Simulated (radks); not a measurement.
Spherical quantum dot in the effective-mass picture: electrons in a hard-walled sphere of radius 9.03, with a point charge +2 (a donor) at the centre, all in effective atomic units (hartree* = m*/eps^2 hartree, bohr* = eps/m* bohr), one dielectric constant everywhere. Calculated with a radial shooting solver with Libxc functionals: non-relativistic Kohn-Sham, LDA (Slater exchange, Perdew-Wang correlation), spin-polarised, spherical densities. Levels are named by radial order and angular momentum (1s, 1p, 1d, 2s, ...), and open shells are averaged over m.

N = 19, configuration 1s2 1p6 1d(up 5, down 4) 2s2. This is the lowest configuration that the search found. Occupied and some empty levels:

| level | occupation | eigenvalue (hartree*) | <r> (bohr*) |
|---|---|---|---|
| 1s down | 1 | 2.0221 | 0.9729 |
| 1s up | 1 | 2.0222 | 0.9732 |
| 2s up | 1 | 2.2875 | 6.631 |
| 2s down | 1 | 2.2921 | 6.627 |
| 1p up | 3 | 2.3117 | 6.693 |
| 1p down | 3 | 2.3164 | 6.690 |
| 1d up | 5 | 2.3600 | 6.806 |
| 1d down | 4 | 2.3647 | 6.805 |
| 1f up | 0 | 2.4286 | 6.913 |
| 1f down | 0 | 2.4334 | 6.912 |
| 1g up | 0 | 2.5164 | 7.011 |
| 1g down | 0 | 2.5212 | 7.011 |
| 2p up | 0 | 2.6546 | 4.566 |
| 2p down | 0 | 2.6567 | 4.557 |

Energy (hartree*): total 17.8826, kinetic 6.6438, external -11.807, Hartree 27.117, exchange-correlation -4.0717.

Electron density:

| r (bohr*) | n(r) (e/bohr*^3) |
|---|---|
| 0.708 | 0.2544 |
| 1.38 | 0.02981 |
| 2.06 | 0.004446 |
| 2.73 | 0.001190 |
| 3.40 | 0.001187 |
| 4.08 | 0.002139 |
| 4.75 | 0.003910 |
| 5.43 | 0.006518 |
| 6.10 | 0.009426 |
| 6.77 | 0.01103 |
| 7.45 | 0.009231 |
| 8.12 | 0.004237 |
| 8.80 | 0.0003091 |
